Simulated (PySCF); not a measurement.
Gd⁺ (gadolinium, charge +1) across methods

[Xe] 4f7 5d1 6s1, high-spin 10D determinant. Computed with PySCF 2.14 in ANO-RCC-VTZP (8s7p5d3f2g1h, 104 functions), with scalar relativity by spin-free X2C-1e.

| method | E (hartree) | mean ε 4f α (eV) | mean ε 5d α (eV) | mean ε 6s α (eV) | Σ⟨r²⟩ (bohr²) | ⟨S²⟩ |
| --- | --- | --- | --- | --- | --- | --- |
| PBE0 | -11269.89 | -20.050 | -10.330 | -10.313 | 58.81 | 24.753 |
| UHF | -11266.15301 | -28.944 | -12.950 | -11.483 | 59.84 | 24.755 |
| LDA | -11261.78 | -17.144 | -9.272 | -10.031 | 58.60 | 24.752 |
| r2SCAN | -11270.24 | -17.081 | -9.440 | -9.746 | 58.24 | 24.755 |

Q: Estimate the same row for PBE.

A: E (hartree) = -11269.96; mean ε 4f α (eV) = -16.921; mean ε 5d α (eV) = -9.274; mean ε 6s α (eV) = -9.792; Σ⟨r²⟩ (bohr²) = 58.83; ⟨S²⟩ = 24.752.

Spin-orbit coupling, absent here, splits the open shell strongly.
